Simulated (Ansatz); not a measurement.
`O=C[SiH2]F` + HCl → `F[SiH2]Cl` + `C=O` at 298.15 K and 1 bar (ligand exchange at the Si–C bond).

Program: Ansatz. Geometries: PBE0-D4/def2-TZVP. ΔE: electronic, gas phase. CCSD(T)/CBS adds triple-zeta CCSD(T) − MP2 to the extrapolated MP2 energy (def2 sets, frozen cores). This one scheme is used for every species. Each species was taken in one conformer, which may not be the lowest.

```tsv
species	CCSD(T)/CBS energy (Eh)	H − E (kJ/mol)	S (J/(mol·K))
`O=C[SiH2]F`	-503.92730	115.8	309.5
HCl	-460.38127	26.6	186.8
`F[SiH2]Cl`	-849.96195	69.7	280.5
`C=O`	-114.39408	80.1	218.6
```

H − E and S are ideal-gas, rigid-rotor, harmonic terms from PBE0-D4/def2-TZVP, for one conformer and one mirror image of each species. 1 Eh = 2625.50 kJ/mol, R = 8.31446 J/(mol·K).

Task: By hand: ΔE, ΔH, ΔS and ΔG.

Result: ΔE = (-849.96195) + (-114.39408) − (-503.92730) − (-460.38127) = -0.04746 Eh = -124.6 kJ/mol. Δ(H − E) = 69.7 + 80.1 − 115.8 − 26.6 = 7.4, so ΔH = -117.2 kJ/mol. ΔS = 280.5 + 218.6 − 309.5 − 186.8 = 2.8 J/(mol·K). ΔG = -117.2 − 298.15 × (2.8)/1000 = -118.0 kJ/mol.

Task: By hand: the equilibrium constant, and the temperature at which ΔG would vanish if ΔH and ΔS stayed fixed.

Result: log₁₀ K = −ΔG/(RT ln 10) = 20.7. ΔH and −TΔS have one sign here, so there is no such temperature. One of them is within its doubt of zero, so this could turn.

The number of gas molecules stays the same, so ΔS is small and ΔH decides. A doubt of 5 kJ/mol in ΔE shifts log₁₀ K by 0.9 here. Other conformers and mirror images would add mixing entropy, several J/(mol·K) or more a flexible species. These are equilibria of isolated gas molecules and say nothing of rates. Largest T1 diagnostic: 0.015 (customary marks: 0.02 for closed shells, 0.045 for open ones).
